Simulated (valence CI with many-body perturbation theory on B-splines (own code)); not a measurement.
Sr³¹⁺: magnetic and hyperfine properties of the levels

Calculated by configuration interaction combined with many-body perturbation theory (CI+MBPT): five valence electrons over a frozen Dirac-Fock core [He], radial functions for each j: 9 s, 9 p, 8 d, 6 f, 3 g, 1 h, with the one-electron correlation potential Σ1, the two-electron term Σ2, the three-electron term Σ3, Breit, model QED; selected CI, second order for the rest (own B-spline code, finite nucleus).

No measured spectrum was set against this ion. As an estimate, large intervals hold to a few tenths of a per cent, small ones and those within an open d or f shell to about a per cent. Among the levels kept, up to 1500 cm⁻¹ of a level comes from second order outside the variational space, and about a tenth of that is noise between levels of different J, which matters for small intervals.

A/g_I is the dipole constant over the nuclear g factor μ/I (μ in nuclear magnetons, uniformly magnetised nucleus), B/Q the quadrupole constant per barn. Both hold the static response of the core; the bare values leave it out. Large factors of s and p1/2 electrons are usually good to 5 to 10 %; those of open d and f shells near neutrality can be off by tens of per cent, and small factors of p3/2, d and f electrons come from cancelling terms and can be off by a factor of two or in sign, in half-filled shells by more. B is blank for J = 1/2, where it vanishes, and for nearly pure S terms. Energies count from the lowest level.

Levels are named by their leading jj configuration (3d3/2^4 stands for four electrons in 3d with j = 3/2), which in mixed levels can hold well under half, so a name can repeat and another be missing. Letters in brackets count levels of one name in rising energy.

| Level | E (eV) | g | A/g_I (MHz) | A/g_I bare | B/Q (MHz/b) | B/Q bare |
| --- | --- | --- | --- | --- | --- | --- |
| (2s^2 2p1/2^2 2p3/2) J=3/2 | 0.0 | 1.503 | 76600 | 82000 | 128000 | 129000 |
| (2s^2 2p1/2 2p3/2^2) J=3/2 | 61.4 | 1.357 | 18100 | 22400 | 70400 | 70600 |
| (2s^2 2p1/2 2p3/2^2) J=5/2 | 75.2 | 1.191 | 186000 | 188000 | -1050 | -1050 |
| (2s^2 2p1/2 2p3/2^2) J=1/2 | 93.3 | 0.654 | 548000 | 543000 |  |  |
| (2s^2 2p3/2^3) J=3/2 | 154.0 | 1.250 | 102000 | 105000 | -200000 | -201000 |
| (2s 2p1/2^2 2p3/2^2) J=5/2 | 196.0 | 1.537 | 415000 | 414000 | 110000 | 111000 |
| (2s 2p1/2^2 2p3/2^2) J=3/2 | 233.2 | 1.443 | -14500 | -5640 | -118000 | -118000 |
| (2s 2p1/2^2 2p3/2^2) J=1/2 | 233.7 | 2.373 | 1400000 | 1380000 |  |  |
| (2s 2p1/2 2p3/2^3) J=3/2 [a] | 278.7 | 1.234 | 197000 | 197000 | -147000 | -148000 |
| (2s 2p1/2 2p3/2^3) J=5/2 | 296.4 | 1.246 | 514000 | 508000 | -289000 | -290000 |
| (2s 2p1/2 2p3/2^3) J=1/2 | 317.0 | 1.530 | -8670 | -611 |  |  |
| (2s 2p1/2 2p3/2^3) J=3/2 [b] | 328.3 | 1.166 | 45400 | 52300 | 50700 | 50800 |
| (2s 2p3/2^4) J=1/2 | 395.1 | 1.408 | 1450000 | 1420000 |  |  |
| (2p1/2^2 2p3/2^3) J=3/2 | 478.4 | 1.326 | 88200 | 94700 | -175000 | -176000 |
| (2p1/2 2p3/2^4) J=1/2 | 551.1 | 0.654 | 550000 | 542000 |  |  |
| (2s^2 2p1/2^2 3s) J=1/2 | 2124.5 | 2.087 | 466000 | 460000 |  |  |
| (2s^2 2p1/2^2 3p1/2) J=1/2 | 2165.7 | 0.669 | 151000 | 150000 |  |  |
| (2s^2 2p1/2 2p3/2 3s) J=3/2 [a] | 2186.4 | 1.685 | 130000 | 133000 | 117000 | 118000 |
| (2s^2 2p1/2 2p3/2 3s) J=1/2 | 2191.4 | 1.252 | -171000 | -162000 |  |  |
| (2s^2 2p1/2^2 3p3/2) J=3/2 | 2191.5 | 1.342 | 27300 | 28600 | 40900 | 41000 |
| (2s^2 2p1/2 2p3/2 3s) J=5/2 | 2197.7 | 1.386 | 257000 | 258000 | 94400 | 94700 |
| (2s^2 2p1/2 2p3/2 3s) J=3/2 [b] | 2201.5 | 1.032 | 171000 | 174000 | 66000 | 66200 |
| (2s^2 2p1/2 2p3/2 3p1/2) J=1/2 | 2227.3 | 1.644 | -70400 | -62500 |  |  |
| (2s^2 2p1/2 2p3/2 3p1/2) J=3/2 [a] | 2231.6 | 1.157 | 127000 | 130000 | 13200 | 13300 |
| (2s^2 2p1/2^2 3d3/2) J=3/2 | 2235.4 | 0.767 | 17400 | 17100 | 4540 | 4660 |
| (2s^2 2p1/2 2p3/2 3p1/2) J=5/2 | 2239.7 | 1.147 | 193000 | 195000 | 88000 | 88300 |
| (2s^2 2p1/2^2 3d5/2) J=5/2 | 2246.5 | 1.200 | 5330 | 5470 | -3600 | -3460 |
| (2s^2 2p1/2 2p3/2 3p3/2) J=5/2 [a] | 2249.3 | 1.428 | 3650 | 6940 | 187000 | 187000 |
| (2s^2 2p1/2 2p3/2 3p3/2) J=1/2 [a] | 2252.0 | 1.814 | -129000 | -123000 |  |  |
| (2s^2 2p1/2 2p3/2 3p1/2) J=3/2 [b] | 2253.1 | 1.402 | 122000 | 125000 | 59800 | 60000 |
| (2s^2 2p1/2 2p3/2 3p3/2) J=3/2 [a] | 2257.1 | 1.302 | 165000 | 166000 | -43100 | -43300 |
| (2s^2 2p1/2 2p3/2 3p3/2) J=7/2 | 2260.8 | 1.279 | 128000 | 129000 | 138000 | 138000 |
| (2s^2 2p1/2 2p3/2 3p3/2) J=3/2 [b] | 2265.7 | 1.317 | 53400 | 56600 | 48100 | 48200 |
| (2s^2 2p3/2^2 3s) J=5/2 | 2268.8 | 1.399 | 180000 | 181000 | 85500 | 85800 |
| (2s^2 2p1/2 2p3/2 3p3/2) J=5/2 [b] | 2271.8 | 1.183 | 163000 | 164000 | 20000 | 20100 |
| (2s^2 2p3/2^2 3s) J=3/2 | 2273.1 | 1.125 | 29400 | 34400 | 33600 | 33700 |
| (2s^2 2p1/2 2p3/2 3p3/2) J=1/2 [b] | 2280.4 | 0.718 | 536000 | 532000 |  |  |
| (2s 2p1/2^2 2p3/2 3s) J=5/2 | 2294.8 | 1.837 | 453000 | 452000 | 71900 | 72100 |
| (2s^2 2p3/2^2 3s) J=1/2 | 2296.0 | 1.959 | 468000 | 462000 |  |  |
| (2s^2 2p1/2 2p3/2 3d3/2) J=3/2 [a] | 2298.1 | 0.946 | 35200 | 36400 | -87800 | -88100 |

(1) Take the isotope of mass number 87, with I = 9/2, μ = -1.09316 μN and Q = 0.305 b. What is the hyperfine structure of (2s 2p1/2^2 2p3/2^2) J=5/2?

## Answers

(1) From the table A = -101000 MHz, B = 33700 MHz. Shifts from the centre of gravity in MHz: F = 2: 1400000, F = 3: 1090000, F = 4: 678000, F = 5: 167000, F = 6: -437000, F = 7: -1130000.
